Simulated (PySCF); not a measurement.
CBr, SMILES [C]Br (connectivity only; charge and spin as stated), neutral, multiplicity 2. Atoms are numbered in the order given.

```xyz
2

C      0.0000     0.0000    -1.5625
Br     0.0000     0.0000     0.2679
```
Charge 0, spin multiplicity 2.

Coordinates come from a B3LYP-D3(BJ)/def2-TZVPD optimisation.

Computed with M06-2X/def2-TZVPD in PySCF.

Mulliken values depend strongly on the basis, most of all with diffuse functions as here. Atomic charges (e):

```
atom  Mulliken  meta-Löwdin  Mulliken spin
----  --------  -----------  -------------
C1       -0.01            …           0.96
Br2       0.01            …           0.04
```

Q: Fill in the missing entries. (Estimate from the structure and the level; the computed values follow.)

A: 
- C1, meta-Löwdin: -0.17
- Br2, meta-Löwdin: 0.17
